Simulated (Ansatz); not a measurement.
Ansatz (a program for electronic structure) input (B3LYP/6-31G*):

Ansatz 0.2 input:
```yaml
crystal:
  periodic: [false, false, false]
  atoms:
    - {symbol: N, position_ang: [-1.15219800, -1.14748000, -0.66820100]}
    - {symbol: Si, position_ang: [0.04338000, -0.47373800, 0.36402000]}
    - {symbol: N, position_ang: [1.53867700, -1.08773700, -0.18910200]}
    - {symbol: Cl, position_ang: [-0.24457200, 1.60500400, 0.19042000]}
    - {symbol: H, position_ang: [-2.05339200, -0.70319400, -0.75287400]}
    - {symbol: H, position_ang: [-1.21443200, -2.14983600, -0.76677300]}
    - {symbol: H, position_ang: [2.37483300, -1.00053900, 0.36519400]}
    - {symbol: H, position_ang: [1.73804400, -1.15264300, -1.17785100]}
basis:
  gaussian:
    orbitals: 6-31G*
hamiltonian:
  xc: {name: B3LYP}
magnetization: {spin_polarized: true, initial_magnetization: 1}
relax: {f_tol: 0.003, max_steps: 120}
```

From the output:

```
mean field -23446.86944539 eV, -861.6565592593 hartree, gradient 6.6e-6 eV, S^2 0.751843; 0 other end points of the search recorded, 0 dependent functions left out
the calculation of the forces begins
reference -23446.86966981 eV, -861.6565675066 hartree; 25, 24 occupied and 51, 52 virtual orbitals, 818 factors
relax step   2: F+E_penalty+E_count = -23446.86944539 eV  Δ(F+E_penalty+E_count) = -9.144e-3 eV  max|allowed force component| = 1.968e-1 eV/Å  Δτ_max = 0.0143 Å  (32 SCF iters, accepted)
these checks for a lower state are left out or cut short: starts, cluster_reference, orbital_swaps, neighbouring_geometries, increment
integrals: 0.03 GiB planned
818 factors; integrals over basis functions are off by at most 4.3e-4 eV
mean field: 0.43 GiB planned
mean field evaluation 32: about -23446.8719 eV, gradient 6.3e-6 eV
mean field -23446.87190588 eV, -861.6566496805 hartree, gradient 6.3e-6 eV, S^2 0.751892; 0 other end points of the search recorded, 0 dependent functions left out
the calculation of the forces begins
reference -23446.87213042 eV, -861.6566579321 hartree; 25, 24 occupied and 51, 52 virtual orbitals, 818 factors
relax step   3: F+E_penalty+E_count = -23446.87190588 eV  Δ(F+E_penalty+E_count) = -2.460e-3 eV  max|allowed force component| = 5.025e-2 eV/Å  Δτ_max = 0.0100 Å  (32 SCF iters, accepted)
these checks for a lower state are left out or cut short: starts, cluster_reference, orbital_swaps, neighbouring_geometries, increment
integrals: 0.03 GiB planned
818 factors; integrals over basis functions are off by at most 4.3e-4 eV
mean field: 0.43 GiB planned
mean field -23446.87230904 eV, -861.6566644963 hartree, gradient 8.6e-6 eV, S^2 0.751907; 0 other end points of the search recorded, 0 dependent functions left out
the calculation of the forces begins
reference -23446.87253346 eV, -861.6566727436 hartree; 25, 24 occupied and 51, 52 virtual orbitals, 818 factors
relax step   4: F+E_penalty+E_count = -23446.87230904 eV  Δ(F+E_penalty+E_count) = -4.032e-4 eV  max|allowed force component| = 2.698e-2 eV/Å  Δτ_max = 0.0055 Å  (28 SCF iters, accepted)
these checks for a lower state are left out or cut short: starts, cluster_reference, orbital_swaps, neighbouring_geometries, increment
integrals: 0.03 GiB planned
818 factors; integrals over basis functions are off by at most 4.3e-4 eV
mean field: 0.43 GiB planned
mean field -23446.87257634 eV, -861.6566743195 hartree, gradient 1.1e-5 eV, S^2 0.751907; 0 other end points of the search recorded, 0 dependent functions left out
the calculation of the forces begins
reference -23446.87280070 eV, -861.6566825644 hartree; 25, 24 occupied and 51, 52 virtual orbitals, 818 factors
relax step   5: F+E_penalty+E_count = -23446.87257634 eV  Δ(F+E_penalty+E_count) = -2.673e-4 eV  max|allowed force component| = 2.542e-2 eV/Å  Δτ_max = 0.0062 Å  (27 SCF iters, accepted)
these checks for a lower state are left out or cut short: starts, cluster_reference, orbital_swaps, neighbouring_geometries, increment
integrals: 0.03 GiB planned
818 factors; integrals over basis functions are off by at most 4.3e-4 eV
mean field: 0.43 GiB planned
mean field -23446.87258065 eV, -861.6566744780 hartree, gradient 1.3e-5 eV, S^2 0.751903; 0 other end points of the search recorded, 0 dependent functions left out
the calculation of the forces begins
reference -23446.87280506 eV, -861.6566827247 hartree; 25, 24 occupied and 51, 52 virtual orbitals, 818 factors
relax step   6: F+E_penalty+E_count = -23446.87258065 eV  Δ(F+E_penalty+E_count) = -4.312e-6 eV  max|allowed force component| = 1.756e-2 eV/Å  Δτ_max = 0.0094 Å  (26 SCF iters, accepted)
these checks for a lower state are left out or cut short: starts, cluster_reference, orbital_swaps, neighbouring_geometries, increment
integrals: 0.03 GiB planned
818 factors; integrals over basis functions are off by at most 4.3e-4 eV
mean field: 0.43 GiB planned
mean field -23446.87265145 eV, -861.6566770799 hartree, gradient 1.3e-5 eV, S^2 0.751901; 0 other end points of the search recorded, 0 dependent functions left out
the calculation of the forces begins
reference -23446.87287579 eV, -861.6566853242 hartree; 25, 24 occupied and 51, 52 virtual orbitals, 818 factors
relax step   7: F+E_penalty+E_count = -23446.87265145 eV  Δ(F+E_penalty+E_count) = -7.080e-5 eV  max|allowed force component| = 3.012e-3 eV/Å  Δτ_max = 0.0046 Å  (26 SCF iters, accepted)
these checks for a lower state are left out or cut short: starts, cluster_reference, orbital_swaps, neighbouring_geometries, increment
integrals: 0.03 GiB planned
818 factors; integrals over basis functions are off by at most 4.3e-4 eV
mean field: 0.43 GiB planned
mean field -23446.87265625 eV, -861.6566772560 hartree, gradient 4.6e-5 eV, S^2 0.751902; 0 other end points of the search recorded, 0 dependent functions left out
the calculation of the forces begins
reference -23446.87288059 eV, -861.6566855004 hartree; 25, 24 occupied and 51, 52 virtual orbitals, 818 factors
relax step   8: F+E_penalty+E_count = -23446.87265625 eV  Δ(F+E_penalty+E_count) = -4.794e-6 eV  max|allowed force component| = 2.356e-3 eV/Å  Δτ_max = 0.0019 Å  (22 SCF iters, accepted)
integrals: 0.03 GiB planned
818 factors; integrals over basis functions are off by at most 4.3e-4 eV
mean field: 0.43 GiB planned
mean field evaluation 64: about -23413.3345 eV, gradient 8.3e1 eV
mean field -23446.87265625 eV, -861.6566772560 hartree, gradient 4.6e-5 eV, S^2 0.751902; 1 other end points of the search recorded, 0 dependent functions left out
the calculation of the forces begins
reference -23446.87288059 eV, -861.6566855004 hartree; 25, 24 occupied and 51, 52 virtual orbitals, 818 factors
Total energy: -23446.87288059 eV, -861.6566855004 hartree
Atom 0 at    -1.153859    -1.144899    -0.691586 Å, force     0.001545     0.000196     0.000830 eV/Å
Atom 1 at     0.041304    -0.477615     0.370500 Å, force    -0.000174    -0.000656    -0.001314 eV/Å
Atom 2 at     1.541571    -1.114453    -0.186801 Å, force     0.000438    -0.000787     0.001006 eV/Å
Atom 3 at    -0.237273     1.624196     0.184826 Å, force    -0.000441     0.000258     0.000063 eV/Å
Atom 4 at    -2.069315    -0.712687    -0.740886 Å, force    -0.002356     0.000608    -0.000362 eV/Å
Atom 5 at    -1.218884    -2.155019    -0.760421 Å, force     0.000760     0.000300     0.000236 eV/Å
Atom 6 at     2.378978    -1.000704     0.370598 Å, force     0.000414    -0.000065     0.000100 eV/Å
Atom 7 at     1.747817    -1.128983    -1.181396 Å, force    -0.000185     0.000146    -0.000560 eV/Å
Dipole moment:     0.052810    -0.556733    -0.145633 e Å
```

The geometry given is a B3LYP-D3(BJ)/def2-TZVP minimum.
